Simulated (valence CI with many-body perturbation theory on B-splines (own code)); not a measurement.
E1 line list for Au⁶⁺

Method: relativistic CI+MBPT: five valence electrons over a frozen Dirac-Fock core [Xe] 4f14, a basis of 7 s, 7 p, 8 d, 6 f, 4 g, 1 h functions for each j, with the one-electron correlation potential Σ1, the two-electron term Σ2, the three-electron term Σ3, Breit, model QED; selected CI, second order for the rest, scaled by the run's own slope (own B-spline code, finite nucleus).

No measured levels were compared; by estimate terms of the open shell hold to 2 to 4 % of their energy, and close levels can change places; different configurations can be misplaced against each other by 1,000 to 8,000 cm⁻¹. Among the levels kept, up to 2100 cm⁻¹ of a level comes from second order outside the variational space, and about a tenth of that is noise between levels of different J, which matters for small intervals. The list stops below the first excitations out of the core.

Lines 51 to 100 of 600 in falling wavelength, among levels below 324750 cm⁻¹, chosen from the strongest by gf and those to the six lowest levels. Wavelengths and rates use the calculated energies, so an error of 2000 cm⁻¹ moves a line at 1142 Å by 2.3 % and its rate by three times that or more. Electric multipoles are in the length gauge, E1 and E2 with the static RPA response of the core. Weak lines are less certain than strong ones. Lines between different terms over intervals too small for the method are left out, as are lines whose strength nearly cancels. Where a level lies close to another of its J and parity, the split of strength between their lines is uncertain. The highest levels of a list are the least certain.

Levels are named by their leading jj configuration (3d3/2^4 stands for four electrons in 3d with j = 3/2), which in mixed levels can hold well under half, so a name can repeat and another be missing. Letters in brackets count levels of one name in rising energy.

| λ vac (Å) | Upper | Lower | A (s⁻¹) | S (a.u.) with core polarisation | S without |
| --- | --- | --- | --- | --- | --- |
| 1142 | (5d3/2 5d5/2^3 6p1/2) J=7/2 [b] | (5d3/2 5d5/2^3 6s) J=7/2 [b] | 1.39e+08 | 8.16e-01 | 9.93e-01 |
| 1140 | (5d3/2^2 5d5/2^2 6p1/2) J=7/2 [b] | (5d3/2^2 5d5/2^2 6s) J=7/2 [c] | 2.68e+08 | 1.57e+00 | 1.91e+00 |
| 1140 | (5d3/2^3 5d5/2 6p3/2) J=5/2 [a] | (5d3/2^2 5d5/2^2 6s) J=5/2 [c] | 1.79e+08 | 7.84e-01 | 9.56e-01 |
| 1139 | (5d3/2^2 5d5/2^2 6p3/2) J=7/2 [d] | (5d3/2 5d5/2^3 6s) J=9/2 [b] | 2.23e+08 | 1.30e+00 | 1.59e+00 |
| 1136 | (5d3/2 5d5/2^3 6p1/2) J=11/2 [b] | (5d3/2 5d5/2^3 6s) J=11/2 [b] | 2.28e+08 | 1.98e+00 | 2.42e+00 |
| 1135 | (5d3/2^2 5d5/2^2 6p3/2) J=5/2 [c] | (5d3/2^2 5d5/2^2 6s) J=5/2 [g] | 1.92e+08 | 8.30e-01 | 1.02e+00 |
| 1135 | (5d3/2^2 5d5/2^2 6p3/2) J=9/2 [j] | (5d3/2 5d5/2^3 6s) J=7/2 [e] | 3.51e+08 | 2.53e+00 | 3.08e+00 |
| 1134 | (5d3/2^2 5d5/2^2 6p1/2) J=3/2 [c] | (5d3/2^2 5d5/2^2 6s) J=3/2 [b] | 4.21e+08 | 1.21e+00 | 1.49e+00 |
| 1134 | (5d3/2^2 5d5/2^2 6p1/2) J=7/2 [b] | (5d3/2^2 5d5/2^2 6s) J=5/2 [b] | 2.11e+08 | 1.22e+00 | 1.48e+00 |
| 1133 | (5d3/2^2 5d5/2^2 6p1/2) J=7/2 [b] | (5d3/2^2 5d5/2^2 6s) J=7/2 [b] | 1.43e+08 | 8.22e-01 | 1.01e+00 |
| 1133 | (5d3/2^2 5d5/2^2 6p1/2) J=9/2 [c] | (5d3/2^2 5d5/2^2 6s) J=9/2 [c] | 4.04e+08 | 2.90e+00 | 3.54e+00 |
| 1132 | (5d3/2 5d5/2^3 6p1/2) J=7/2 [c] | (5d3/2 5d5/2^3 6s) J=7/2 [c] | 2.57e+08 | 1.47e+00 | 1.79e+00 |
| 1130 | (5d3/2 5d5/2^3 6p1/2) J=5/2 [c] | (5d3/2 5d5/2^3 6s) J=5/2 [d] | 1.65e+08 | 7.03e-01 | 8.64e-01 |
| 1129 | (5d3/2^2 5d5/2^2 6p1/2) J=7/2 [c] | (5d3/2^2 5d5/2^2 6s) J=7/2 [d] | 4.36e+08 | 2.48e+00 | 3.03e+00 |
| 1127 | (5d3/2^2 5d5/2^2 6p1/2) J=5/2 [d] | (5d3/2^2 5d5/2^2 6s) J=5/2 [d] | 4.97e+08 | 2.10e+00 | 2.57e+00 |
| 1127 | (5d3/2 5d5/2^3 6p1/2) J=5/2 [c] | (5d3/2 5d5/2^3 6s) J=7/2 [d] | 3.74e+08 | 1.58e+00 | 1.94e+00 |
| 1127 | (5d3/2 5d5/2^3 6p3/2) J=7/2 [a] | (5d3/2 5d5/2^3 6s) J=7/2 [d] | 1.87e+08 | 1.06e+00 | 1.29e+00 |
| 1126 | (5d3/2 5d5/2^3 6p1/2) J=7/2 [a] | (5d3/2^2 5d5/2^2 6s) J=9/2 [d] | 4.19e+08 | 2.36e+00 | 2.89e+00 |
| 1125 | (5d3/2^2 5d5/2^2 6p3/2) J=9/2 [d] | (5d3/2^2 5d5/2^2 6s) J=7/2 [f] | 1.73e+08 | 1.22e+00 | 1.47e+00 |
| 1124 | (5d3/2^2 5d5/2^2 6p1/2) J=7/2 [d] | (5d3/2^2 5d5/2^2 6s) J=7/2 [e] | 1.68e+08 | 9.42e-01 | 1.15e+00 |
| 1120 | (5d3/2^2 5d5/2^2 6p3/2) J=7/2 [j] | (5d5/2^4 6s) J=9/2 | 3.27e+08 | 1.81e+00 | 2.22e+00 |
| 1119 | (5d3/2^2 5d5/2^2 6p1/2) J=7/2 [a] | (5d3/2^2 5d5/2^2 6s) J=9/2 [a] | 5.07e+08 | 2.80e+00 | 3.43e+00 |
| 1118 | (5d3/2^2 5d5/2^2 6p3/2) J=5/2 [d] | (5d3/2^2 5d5/2^2 6s) J=5/2 [g] | 2.43e+08 | 1.00e+00 | 1.23e+00 |
| 1117 | (5d3/2 5d5/2^3 6p1/2) J=3/2 [b] | (5d3/2^2 5d5/2^2 6s) J=5/2 [g] | 5.69e+08 | 1.56e+00 | 1.92e+00 |
| 1115 | (5d3/2^2 5d5/2^2 6p1/2) J=3/2 [d] | (5d3/2^2 5d5/2^2 6s) J=5/2 [d] | 3.72e+08 | 1.02e+00 | 1.25e+00 |
| 1115 | (5d3/2^4 6p1/2) J=1/2 | (5d3/2^4 6s) J=1/2 | 1.16e+09 | 1.59e+00 | 1.94e+00 |
| 1115 | (5d3/2^2 5d5/2^2 6p1/2) J=11/2 [a] | (5d3/2^2 5d5/2^2 6s) J=11/2 [a] | 6.33e+08 | 5.20e+00 | 6.36e+00 |
| 1112 | (5d3/2^2 5d5/2^2 6p3/2) J=7/2 [c] | (5d3/2 5d5/2^3 6s) J=9/2 [a] | 1.27e+08 | 6.91e-01 | 8.47e-01 |
| 1112 | (5d3/2 5d5/2^3 6p1/2) J=5/2 [b] | (5d3/2 5d5/2^3 6s) J=7/2 [c] | 5.75e+08 | 2.34e+00 | 2.86e+00 |
| 1112 | (5d3/2^2 5d5/2^2 6p1/2) J=9/2 [a] | (5d3/2^2 5d5/2^2 6s) J=9/2 [a] | 4.82e+08 | 3.27e+00 | 3.99e+00 |
| 1112 | (5d3/2 5d5/2^3 6p1/2) J=13/2 | (5d3/2 5d5/2^3 6s) J=13/2 | 5.34e+08 | 5.07e+00 | 6.19e+00 |
| 1110 | (5d3/2^2 5d5/2^2 6p3/2) J=3/2 [e] | (5d3/2 5d5/2^3 6s) J=5/2 [b] | 2.58e+08 | 6.97e-01 | 8.54e-01 |
| 1110 | (5d3/2^2 5d5/2^2 6p1/2) J=13/2 | (5d3/2^2 5d5/2^2 6s) J=13/2 | 6.59e+08 | 6.23e+00 | 7.61e+00 |
| 1109 | (5d3/2^2 5d5/2^2 6p1/2) J=7/2 [c] | (5d3/2^2 5d5/2^2 6s) J=9/2 [c] | 1.54e+08 | 8.28e-01 | 1.01e+00 |
| 1109 | (5d3/2^3 5d5/2 6p1/2) J=7/2 [a] | (5d3/2^3 5d5/2 6s) J=9/2 | 1.58e+08 | 8.52e-01 | 1.04e+00 |
| 1108 | (5d3/2 5d5/2^3 6p1/2) J=5/2 [a] | (5d3/2 5d5/2^3 6s) J=7/2 [a] | 3.08e+08 | 1.24e+00 | 1.52e+00 |
| 1105 | (5d3/2^2 5d5/2^2 6p3/2) J=1/2 [b] | (5d3/2 5d5/2^3 6s) J=1/2 [b] | 5.68e+08 | 7.55e-01 | 9.18e-01 |
| 1104 | (5d3/2^3 5d5/2 6p1/2) J=1/2 | (5d3/2^3 5d5/2 6s) J=3/2 [a] | 9.65e+08 | 1.28e+00 | 1.57e+00 |
| 1104 | (5d3/2^2 5d5/2^2 6p1/2) J=5/2 [c] | (5d3/2^2 5d5/2^2 6s) J=5/2 [c] | 2.39e+08 | 9.53e-01 | 1.16e+00 |
| 1103 | (5d3/2^2 5d5/2^2 6p1/2) J=1/2 [c] | (5d3/2 5d5/2^3 6s) J=1/2 [c] | 5.29e+08 | 7.02e-01 | 8.58e-01 |
| 1099 | (5d3/2^2 5d5/2^2 6p3/2) J=7/2 [d] | (5d3/2 5d5/2^3 6s) J=9/2 [a] | 1.38e+08 | 7.24e-01 | 8.86e-01 |
| 1095 | (5d3/2 5d5/2^3 6p1/2) J=9/2 [a] | (5d3/2^2 5d5/2^2 6s) J=9/2 [d] | 2.96e+08 | 1.92e+00 | 2.34e+00 |
| 1095 | (5d3/2 5d5/2^3 6p1/2) J=11/2 [a] | (5d3/2 5d5/2^3 6s) J=11/2 [a] | 4.36e+08 | 3.39e+00 | 4.15e+00 |
| 1093 | (5d3/2^2 5d5/2^2 6p3/2) J=11/2 [b] | (5d3/2 5d5/2^3 6s) J=9/2 [b] | 1.06e+08 | 8.19e-01 | 9.91e-01 |
| 1091 | (5d3/2^2 5d5/2^2 6p1/2) J=7/2 [d] | (5d3/2^2 5d5/2^2 6s) J=9/2 [c] | 6.84e+08 | 3.50e+00 | 4.28e+00 |
| 1090 | (5d3/2^2 5d5/2^2 6p3/2) J=9/2 [d] | (5d3/2 5d5/2^3 6s) J=9/2 [b] | 1.70e+08 | 1.08e+00 | 1.32e+00 |
| 1089 | (5d3/2^3 5d5/2 6p1/2) J=9/2 | (5d3/2^3 5d5/2 6s) J=9/2 | 5.98e+08 | 3.81e+00 | 4.66e+00 |
| 1086 | (5d3/2 5d5/2^3 6p1/2) J=9/2 [b] | (5d3/2 5d5/2^3 6s) J=11/2 [a] | 7.39e+08 | 4.67e+00 | 5.73e+00 |
| 1085 | (5d3/2^2 5d5/2^2 6p1/2) J=3/2 [f] | (5d3/2^2 5d5/2^2 6s) J=5/2 [f] | 6.38e+08 | 1.61e+00 | 1.96e+00 |
| 1085 | (5d3/2^2 5d5/2^2 6p1/2) J=9/2 [b] | (5d3/2^2 5d5/2^2 6s) J=11/2 [a] | 6.37e+08 | 4.01e+00 | 4.91e+00 |
